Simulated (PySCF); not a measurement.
# DyH: energy against distance

Set-up: PySCF, spin-free X2C with a Gaussian nucleus, basis sets Dy x2c-SVPall, H x2c-SVPall. Energies in eV from Dy (4f10 6s2) + H in their ground configurations at the same level. State: sextet, about 9.7 electrons in the 4f shell (Mulliken), real f orbitals that mix terms.

All columns are PBE0. A positive dipole means Dy(−)H(+).

| R (Å) | E (eV) | μ (D) | Mulliken charge on Dy (basis-dependent) | HOMO (eV) | LUMO (eV) | Mayer bond order | ⟨S²⟩ |
| --- | --- | --- | --- | --- | --- | --- | --- |
| 1.748 | -1.579 | -1.92 | 0.21 | -4.10 | -1.64 | 0.94 | 8.76 |
| 1.829 | -1.739 | -2.17 | 0.21 | -4.09 | -1.69 | 0.93 | 8.76 |
| 1.910 | -1.828 | -2.43 | 0.22 | -4.09 | -1.74 | 0.93 | 8.76 |
| 1.971 | -1.858 | -2.63 | 0.23 | -4.09 | -1.77 | 0.92 | 8.76 |
| 2.032 | -1.862 | -2.83 | 0.24 | -4.10 | -1.81 | 0.92 | 8.76 |
| 2.093 | -1.845 | -3.02 | 0.25 | -4.10 | -1.84 | 0.92 | 8.76 |
| 2.174 | -1.796 | -3.28 | 0.26 | -4.11 | -1.88 | 0.91 | 8.76 |
| 2.276 | -1.703 | -3.59 | 0.27 | -4.13 | -1.93 | 0.90 | 8.76 |
| 2.398 | -1.561 | -3.93 | 0.28 | -4.16 | -1.99 | 0.88 | 8.76 |
| 2.560 | -1.342 | -4.31 | 0.29 | -4.22 | -2.07 | 0.86 | 8.76 |

A fit through these points gives, at Re = 2.012 Å, μ = -2.76 D and dμ/dR = -3.26 D/Å; the reduced mass is 1.002 u.

How strong is the fundamental in the double-harmonic approximation, I = 42.26·(dμ/dR)²/μred km/mol?

I = 42.26·(-3.26)²/1.002 = 448 km/mol at PBE0.

These are scalar-relativistic numbers at best; spin–orbit coupling would shift them, the dissociation energy most. The state is the lowest single determinant that the PBE0 search found; with open d or f shells the true ground state can be another one.
